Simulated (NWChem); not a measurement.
System: C3H5ClSi; SMILES Cl[Si@@H](C#C)C

NWChem input:

```
start job
memory heap 200 mb stack 900 mb global 1100 mb
geometry units angstroms noautoz
  C      0.875342     2.647619    -0.244090
  C      0.389969     1.566629     0.033113
  Si    -0.372670    -0.046233     0.451651
  C     -2.009887    -0.241399    -0.413366
  Cl     0.912214    -1.556388    -0.160962
  H      1.309346     3.601562    -0.489007
  H     -0.500527    -0.148349     1.930553
  H     -2.457807    -1.218116    -0.176209
  H     -1.878647    -0.171533    -1.503383
  H     -2.704232     0.551328    -0.093668
end
basis spherical
  * library def2-tzvp
end
dft
  xc pbe0
  iterations 150
  semidirect filesize 400000000
  mulliken
end
task dft energy
```

The geometry was optimised at PBE0/def2-SVP.

Problem. Predict the main results of this run. (PBE0/def2-TZVP.) Quantities: energy (Ha); highest occupied level (eV); orbital gap (eV); dipole (D).

Solution. 
| Quantity | Result |
|---|---|
| energy (Ha) | -866.67 |
| highest occupied level (eV) | -8.34 |
| orbital gap (eV) | 7.78 |
| dipole (D) | 1.96 |
